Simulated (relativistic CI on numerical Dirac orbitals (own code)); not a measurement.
**Calculated levels, Xe LIV**

Computed by Dirac equation for one electron, model QED (radiative potential, 1s self-energy scaled to tabulated hydrogen-like ionisation energies) (own radial code, finite nucleus).

Configurations in the expansion: 1s, 2s, 2p, 3s, 3p, 3d, 4s, 4p, 4d, 4f, 5s, 5p, 5d, 5f, 5g, 6s, 6p, 6d. Levels of other configurations are missing.

The lowest level is 1s ²S1/2, with 100 % of that term; Hund's rules for 1s give ²S with J = 1/2, in agreement.

| No. | Configuration | Term | J | E (eV) | % | Landé g | Lifetime (s) |
| --- | --- | --- | --- | --- | --- | --- | --- |
| 1 | 1s | ²S | 1/2 | 0.0 | 100 | 1.895 |  |
| 2 | 2p | ²P° | 1/2 | 30856.8 | 100 | 0.639 | 1.84e-16 |
| 3 | 2s | ²S | 1/2 | 30864.0 | 100 | 1.975 |  |
| 4 | 2p | ²P° | 3/2 | 31284.1 | 100 | 1.313 | 1.95e-16 |
| 5 | 3p | ²P° | 1/2 | 36706.6 | 100 | 0.654 | 6.27e-16 |
| 6 | 3s | ²S | 1/2 | 36708.8 | 100 | 1.990 | 1.37e-14 |
| 7 | 3d | ²D | 3/2 | 36833.4 | 100 | 0.790 | 1.68e-15 |
| 8 | 3p | ²P° | 3/2 | 36833.6 | 100 | 1.325 | 6.32e-16 |
| 9 | 3d | ²D | 5/2 | 36872.5 | 100 | 1.192 | 1.78e-15 |
| 10 | 4p | ²P° | 1/2 | 38736.2 | 100 | 0.659 | 1.49e-15 |
| 11 | 4s | ²S | 1/2 | 38737.1 | 100 | 1.996 | 2.01e-14 |
| 12 | 4d | ²D | 3/2 | 38789.5 | 100 | 0.794 | 3.87e-15 |
| 13 | 4p | ²P° | 3/2 | 38789.6 | 100 | 1.329 | 1.47e-15 |
| 14 | 4f | ²F° | 5/2 | 38806.1 | 100 | 0.852 | 8.27e-15 |
| 15 | 4d | ²D | 5/2 | 38806.1 | 100 | 1.195 | 4.12e-15 |
| 16 | 4f | ²F° | 7/2 | 38814.2 | 100 | 1.138 | 8.43e-15 |
| 17 | 5p | ²P° | 1/2 | 39668.1 | 100 | 0.662 | 2.90e-15 |
| 18 | 5s | ²S | 1/2 | 39668.6 | 100 | 1.998 | 3.18e-14 |
| 19 | 5d | ²D | 3/2 | 39695.3 | 100 | 0.796 | 7.40e-15 |
| 20 | 5p | ²P° | 3/2 | 39695.4 | 100 | 1.331 | 2.84e-15 |
| 21 | 5f | ²F° | 5/2 | 39703.8 | 100 | 0.854 | 1.59e-14 |
| 22 | 5d | ²D | 5/2 | 39703.8 | 100 | 1.197 | 7.90e-15 |
| 23 | 5g | ²G | 7/2 | 39708.0 | 100 | 0.885 | 2.72e-14 |
| 24 | 5f | ²F° | 7/2 | 39708.0 | 100 | 1.140 | 1.62e-14 |
| 25 | 5g | ²G | 9/2 | 39710.4 | 100 | 1.108 | 2.74e-14 |
| 26 | 6p | ²P° | 1/2 | 40171.2 | 100 | 0.663 | 5.00e-15 |
| 27 | 6s | ²S | 1/2 | 40171.5 | 100 | 1.999 | 4.89e-14 |
| 28 | 6d | ²D | 3/2 | 40186.9 | 100 | 0.797 | 1.26e-14 |
| 29 | 6p | ²P° | 3/2 | 40186.9 | 100 | 1.332 | 4.88e-15 |
| 30 | 6d | ²D | 5/2 | 40191.8 | 100 | 1.198 | 1.35e-14 |

Energies count from the lowest computed level; ° marks odd parity; lifetimes are radiative, by E1, M1, E2, M2 decay to levels of this space only; some are left blank where a channel outside the calculation adds to the decay or the decay crosses a small, uncertain gap.
